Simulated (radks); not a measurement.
Values are calculated unless marked as measured or tabulated.
Problem. Isoelectronic series with 19 electrons, all held in the configuration [Ar] 4s1, which need not be the ground one along the series. Level of theory: Dirac Kohn-Sham, LDA (Slater exchange, Perdew-Wang correlation), spin-unpolarised, spherical densities, finite nucleus; Fermi nuclear charge, rms radius of each element as measured or else 0.836 A^(1/3) + 0.57 fm (a radial shooting solver on a logarithmic mesh with Libxc functionals). Total energies (hartree) and mean radii <r> (bohr):

ion    E (hartree)   4s1/2   3p3/2   3p1/2
K       -600.56100   4.902   1.441   1.432
Sc2+    -761.46355   2.925   1.141   1.134
V4+     -942.79837   2.229  0.9515  0.9449
Mn6+   -1144.61037   1.830  0.8188  0.8124
Co8+   -1366.99233   1.562  0.7198  0.7135
Ga12+  -1873.96073   1.216  0.5809  0.5745
As14+  -2158.84187   1.096  0.5301  0.5236
Br16+  -2464.87932  0.9988  0.4876  0.4808
Rb18+  -2792.26246  0.9172  0.4514  0.4445
Nb22+  -3511.90588  0.7885  0.3930  0.3857

Estimate the row of Cu10+.

Solution. E (hartree) -1610.06295; 4s1/2 1.366; 3p3/2 0.6428; 3p1/2 0.6364.
